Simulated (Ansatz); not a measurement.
Reaction: BOF (SMILES O=BF) → BOF (parent SMILES O=BF, triplet)
Each species at its own B3LYP-D3(BJ)/def2-TZVP minimum (Ansatz, an electronic-structure program).

Property: adiabatic triplet-singlet gap (electronic), in kJ/mol. Open shells are spin-unrestricted; no spin-orbit coupling. CBS(X,Y): correlation extrapolated as X^-3, Hartree-Fock from the larger set (Q,5: extrapolated as (X+1)exp(-9√X)). A bracket is a step between two methods taken in the basis named. Functionals run without relativity, which enters their misses. Double hybrids freeze cores in their MP2 part. '+ core + X2C': CCSD(T) terms for core correlation (cc-pwCVTZ) and scalar relativity (cc-pVTZ-DK). The spin of BFO (parent SMILES O=BF, triplet) was assumed, and the state is the lowest solution found for it.

CCSD(T)/CBS(cc-pVQZ,cc-pV5Z) + [CCSDT(Q) - CCSD(T)]/cc-pVTZ + core + X2C (Ansatz) gives 432.1 kJ/mol.

Q: What does PBE/def2-TZVPD (Ansatz) give here, and how do the other levels compare?

A: PBE gives 413.8 kJ/mol, 18.3 kJ/mol below it. Differences of the others: r2SCAN/def2-TZVPD (Ansatz) -44.0; B3LYP/def2-TZVPD (Ansatz) -21.4; PBE0/def2-TZVPD (Ansatz) -34.3; wB97M-V/def2-TZVPD (Ansatz) -5.3; B2PLYP/def2-TZVPD (Ansatz) -7.4; CCSD(T)/CBS(cc-pVQZ,cc-pV5Z) + core + X2C (Ansatz) 0.7 kJ/mol.
